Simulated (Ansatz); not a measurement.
Reactions of `B[SiH2]C=O`.

Isolated molecules relaxed with PBE0-D4/def2-TZVP in Ansatz; ΔE leaves out vibrations. CCSD(T)/CBS is the MP2 limit (def2-TZVPP, def2-QZVPP) plus CCSD(T) − MP2 in def2-TZVPP, frozen cores. This one scheme is used for every species. For Ge outer-core shells are correlated without core-valence functions, which leaves a few kJ/mol of doubt a bond. Scalar relativity is left out up to krypton. Each species was taken in one conformer, which may not be the lowest.

Question: Order these by ΔE at CCSD(T)/CBS, lowest first. (An estimate is asked.)
A. `B[SiH2]C=O` + `C=N` → `B[SiH2]N=C` + `C=O`
B. `B[SiH2]C=O` + `[CH3][GeH3]` → `B[SiH2][CH2][GeH3]` + `C=O`
C. `B[SiH2]C=O` + CH₄ → `B[SiH2]C` + `C=O`
D. `B[SiH2]C=O` + `NCOC[SiH3]` → `B[SiH2]CN` + `O=COC[SiH3]`
E. `B[SiH2]C=O` + `CF` → `B[SiH2]CF` + `C=O`
F. `B[SiH2]C=O` + `[SiH3]O[SiH](Cl)O[SiH3]` → `O=C[SiH2]O[SiH3]` + `B[SiH](Cl)O[SiH3]`
G. `B[SiH2]C=O` + `C[Si](C)(C)F` → `B[Si](C)(C)F` + `C[SiH2]C=O`

Answer: D (-22.9 kcal/mol), A (-12.0 kcal/mol), B (-4.6 kcal/mol), C (-1.9 kcal/mol), E (+1.3 kcal/mol), G (+3.4 kcal/mol), F (+6.5 kcal/mol).

Largest T1 diagnostic: 0.016, for `B[SiH2]C=O`.
